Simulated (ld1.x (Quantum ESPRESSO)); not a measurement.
## mercury (Hg), TM: configuration errors across variants

ld1.x (Quantum ESPRESSO) 7.5 input, shortened:

```
&input
   title='Hg', zed=80., rel=1, dft='PZ', iswitch=3,
   config='[Xe] 4f14 5d10 6s1.75 6p0.25'
 /
 &inputp
   pseudotype=2, tm=.true., lloc=-2, rcloc=1.60,
   nlcc=.false.
 /
3
6S  1  0   1.75   0.00  1.85  1.85  0.0
6P  2  1   0.25   0.00  2.65  2.65  0.0
5D  3  2  10.00   0.00  1.85  1.85  0.0
 &test
   configts(1)='5d10 6s1.75 6p0.25'
 /
```

All-electron excitation energies from the reference (eV): (1) 5d10 6s2 6p0 -1.496; (2) 5d10 6s1 6p0 9.552; (3) 5d10 6s0 6p0 28.948; (4) 5d9 6s0 6p0 64.760; (5) 5d10 6s1.5 6p0 3.030; (6) 5d10 6s1.75 6p0.25 spin -0.027; (7) 5d10 6s1 6p0 spin 9.390.

Spin tests fill each open shell by Hund’s rule, majority spin first.

Tests that are not counted but printed errors over 1 eV. “base”: 5d9 6s2 6p0 (solver errors, printed error -17.9 eV); 5d9 6s2 6p1 (solver errors, printed error -952 eV). “wave 6p (bound): rc 2.65 bohr becomes 6p (bound): rc 2.04 bohr”: 5d9 6s2 6p0 (solver errors, printed error -11.8 eV); 5d9 6s2 6p1 (solver errors, printed error -1109 eV). “wave 6p (bound): rc 2.65 bohr becomes 6p (bound): rc 2.46 bohr”: 5d9 6s2 6p0 (solver errors, printed error -1106 eV); 5d9 6s2 6p1 (solver errors, printed error -1087 eV). “wave 6p (bound): rc 2.65 bohr becomes 6p (bound): rc 2.88 bohr”: 5d9 6s2 6p0 (solver errors, printed error -853 eV); 5d9 6s2 6p1 (solver errors, printed error -14.2 eV). “wave 6p (bound): rc 2.65 bohr becomes 6p (bound): rc 3.24 bohr”: 5d9 6s2 6p0 (solver errors, printed error -13.3 eV); 5d9 6s2 6p1 (solver errors, printed error -998 eV).

A true bound ghost makes a file unfit for plane-wave use even where its test errors are small: the radial tests pick states by their node count and pass the ghost by. Where a test does run into it, the solver fails or the error is huge.

Errors AE − PS in meV (a dash: test not solved or not reliable):

| change | (1) | (2) | (3) | (4) | (5) | (6) | (7) | bound ghosts |
| --- | --- | --- | --- | --- | --- | --- | --- | --- |
| base | +0.2 | -7.3 | -6.6 | +22 | -2.1 | +0.4 | +0.3 | s |
| wave 6p (bound): rc 2.65 bohr becomes 6p (bound): rc 2.04 bohr | +0.2 | -7.0 | -6.0 | +19 | -2.1 | +0.3 | +0.6 | s |
| wave 6p (bound): rc 2.65 bohr becomes 6p (bound): rc 2.46 bohr | +0.2 | -7.3 | -6.6 | +22 | -2.2 | +0.4 | +0.3 | s |
| wave 6p (bound): rc 2.65 bohr becomes 6p (bound): rc 2.88 bohr | +0.2 | -7.3 | -6.7 | +22 | -2.2 | +0.4 | +0.3 | s |
| wave 6p (bound): rc 2.65 bohr becomes 6p (bound): rc 3.24 bohr | +0.3 | -7.6 | -7.3 | +20 | -2.2 | +0.3 | +0.1 | s |
| wave 6p (bound): rc 2.65 bohr becomes 6p (bound): rc 3.62 bohr | +0.5 | -8.3 | -9.3 | +14 | -2.5 | +0.2 | -0.6 | s |
| wave 6p (bound): rc 2.65 bohr becomes 6p (bound): rc 3.84 bohr | +0.5 | -8.8 | -10 | +11 | -2.7 | +0.2 | -1.1 | s |

Give the same row for: wave 6p (bound): rc 2.65 bohr becomes 6p (bound): rc 1.80 bohr.

+0.1, -6.3, -4.3, +18, -1.8, +0.3, +1.3; bound ghosts: s. Not counted: 5d9 6s2 6p0 (solver errors, printed error -17.9 eV); 5d9 6s2 6p1 (solver errors, printed error -1115 eV).
